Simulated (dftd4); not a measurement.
O2Ti, triplet, at a GFN2-xTB geometry (such geometries of metal compounds can be far from the true shape) (the multiplicity is a formal guess); D4 for revpbe (dftd4).

Here is a job for dftd4.
```
$ dftd4 mol.xyz --func revpbe --charge 0 --json dftd4.json --noedisp

# file mol.xyz
3

Ti     0.08713546     0.01667738     0.10503988
O      1.09419603     0.19006438    -1.18532302
O     -1.33381854    -0.23592717     0.89646335
```

The log (banner, timings and long lists left out):

```
                    ____  _____ _____     ____  _  _
      -------------|  _ \|  ___|_   _|---|  _ \| || |------------
     |             | | | | |_    | | ___ | | | | || |_           |
     |             | |_| |  _|   | ||___|| |_| |__   _|          |
     |             |____/|_|     |_|     |____/   |_|            |
     |             ===================================           |
     |            E. Caldeweyher, S. Ehlert & S. Grimme          |
     |          Mulliken Center for Theoretical Chemistry        |
     |                    University of Bonn                     |
      -----------------------------------------------------------

Rational (Becke-Johnson) damping: revpbe-D4-ATM
---------------------
  s6         1.0000
  s8         1.7468
  s9         1.0000
  a1         0.5363
  a2         3.0726
 alp        16.0000
--------------------

Dispersion energy:      -4.6039382430376E-03 Eh

[Info] JSON dump of results written to 'dftd4.json'
```
